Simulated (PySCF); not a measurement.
## A ladder for the electron affinity of Tl

Tl⁻ [Xe] 4f14 5d10 6s2 6p2 (3P) → Tl [Xe] 4f14 5d10 6s2 6p1 (2P). Scalar values calculated with PySCF 2.14 in aug-cc-pwCVTZ-DK3 (spin-free X2C; valence: [Xe] 4f14 5d10 frozen; valence and next inner shell: [Kr] 4d10 4f14 frozen). The spin-orbit shift comes from two-component X2C-1e calculations (generalised Hartree-Fock, GHF, and MP2 on its spinors, GMP2) in x2c-TZVPall-2c with one added diffuse shell each of s, p, d, f type: GMP2 gives 0.306 eV without and 0.170 eV with screened spin-orbit coupling, a shift of -0.135 eV (GHF: -0.379 eV). Sums use unrounded values; where a UHF row is shifted, it takes the GHF shift.

| method | scalar (eV) |
| --- | --- |
| UHF | -0.015 |
| LDA | 0.596 |
| PBE | 0.476 |
| PBE0 | 0.412 |
| r2SCAN | 0.474 |
| MP2 (valence) | 0.238 |
| SCS-MP2 (valence) | 0.148 |
| MP2 (valence and next inner shell) | 0.291 |
| SCS-MP2 (valence and next inner shell) | 0.167 |
| CCSD (valence) | 0.274 |
| CCSD(T) (valence) | 0.303 |
| TPSSh | 0.349 |
| B3LYP | 0.432 |

**Question.** Form a composite estimate from CCSD(T) (valence) and the spin-orbit shift, and compare it with the reference, 0.320 eV (measured; photodetachment measurements, as compiled on the Wikipedia data page of electron affinities).

**Answer.** 0.303 + (-0.135) = 0.167 eV, an error of -0.153 eV.

The errors of the correlated levels include the incompleteness of the basis and the frozen core, so a lower level can come closer by cancellation.

The GHF and GMP2 shifts differ by 0.244 eV: spin-orbit coupling and correlation are not additive here, and the shift is the weak step of the composite.
